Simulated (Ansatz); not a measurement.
```xyz
7

C    -0.523   -0.262    1.173
N    -0.037   -0.002    0.065
B     0.526    0.232   -1.162
F     0.441    1.444   -1.722
H     0.050   -0.134    2.099
H    -1.550   -0.629    1.282
H     1.094   -0.650   -1.735
```

The species carries charge 0 and has multiplicity 1.

Problem. List the B3LYP/def2-TZVPP orbital energies in eV (Ansatz 0.2.0). (An estimate is asked.)

Solution. Ansatz gave: Occupied: -671.24, -390.11, -279.12, -184.85, -32.46, -25.46, -18.48, -15.16, -13.91, -13.55, -12.70, -11.99, -10.31, -9.36, -7.57. Lowest empty: -1.58, 0.36, 1.04, 2.00, 2.39, 2.79, 3.25, 3.98.

B3LYP here is the variant with VWN-RPA as its local correlation; programs differ in this.
